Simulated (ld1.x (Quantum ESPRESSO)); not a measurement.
# An all-electron radial function and its pseudo partner (Be)

Columns: radius, all-electron u(r) and pseudo u(r) of the 2p shell (level -2.10 eV) of beryllium in the configuration [He] 2s2 2p0; LDA (PZ), scalar-relativistic, TM scheme, ld1.x (Quantum ESPRESSO) 7.5.

| r (bohr) | all-electron | pseudo |
| --- | --- | --- |
| 0.198 | 0.0420 | 0.0144 |
| 0.395 | 0.1220 | 0.0557 |
| 0.593 | 0.2076 | 0.1197 |
| 0.790 | 0.2856 | 0.1984 |
| 0.988 | 0.3530 | 0.2840 |
| 1.185 | 0.4084 | 0.3665 |
| 1.383 | 0.4526 | 0.4391 |
| 1.580 | 0.4856 | 0.4955 |
| 1.778 | 0.5088 | 0.5341 |
| 1.975 | 0.5231 | 0.5550 |
| 2.173 | 0.5298 | 0.5610 |
| 2.370 | 0.5301 | 0.5559 |
| 2.568 | 0.5252 | 0.5436 |
| 2.765 | 0.5160 | 0.5273 |
| 2.963 | 0.5035 | 0.5092 |
| 3.160 | 0.4883 | 0.4906 |
| 3.358 | 0.4711 | 0.4717 |
| 3.555 | 0.4525 | 0.4526 |
| 3.753 | 0.4329 | 0.4329 |
| 3.950 | 0.4127 | 0.4127 |
| 4.148 | 0.3922 | 0.3922 |
| 4.345 | 0.3717 | 0.3717 |
| 4.542 | 0.3514 | 0.3514 |
| 4.740 | 0.3314 | 0.3314 |
| 4.938 | 0.3118 | 0.3118 |
| 5.135 | 0.2930 | 0.2930 |

(1) How many radial nodes do the two functions have?

(2) At about which radius was the pseudo-wave matched?

(3) Is the pseudo-wave norm-conserving?

Answers

(1) The all-electron 2p function has n − l − 1 = 0; the pseudo-wave has 0.

(2) 3.95 bohr. The columns agree to 0.0005 from 3.56 bohr on; several derivatives are matched, so the curves merge somewhat inside the radius.

(3) Yes: the TM scheme keeps the norm inside the radius equal to the all-electron one, which fixes the energy derivative of the logarithmic derivative at the level.
